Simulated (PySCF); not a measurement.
SMILES C([SiH3])C(=O)C (C3H8OSi) (GFN2-xTB optimised geometry):

```
13

C      2.094    -1.094     1.367
C      1.460    -0.992     0.000
O      2.112    -0.888    -1.011
C     -0.031    -0.992     0.000
Si    -0.650     0.821     0.000
H      1.629    -0.386     2.049
H      3.162    -0.902     1.302
H      1.938    -2.097     1.760
H     -0.426    -1.523     0.864
H     -0.394    -1.467    -0.910
H     -2.112     0.774    -0.032
H     -0.118     1.523    -1.162
H     -0.205     1.465     1.240
```

Level of theory: PBE0/def2-TZVP (PySCF).

What are the frontier orbital energies and the dipole moment?

HOMO-2 -9.87 eV, HOMO-1 -9.11 eV, HOMO -7.19 eV, LUMO -0.47 eV, LUMO+1 0.39 eV; dipole moment 2.89 D.

Meta-Löwdin charges at PBE0/def2-TZVP: C1 -0.40, C2 0.40, O3 -0.43, C4 -0.49, Si5 0.50, H6 0.13, H7 0.14, H8 0.14, H9 0.13, H10 0.15, H11 -0.09, H12 -0.08, H13 -0.10.
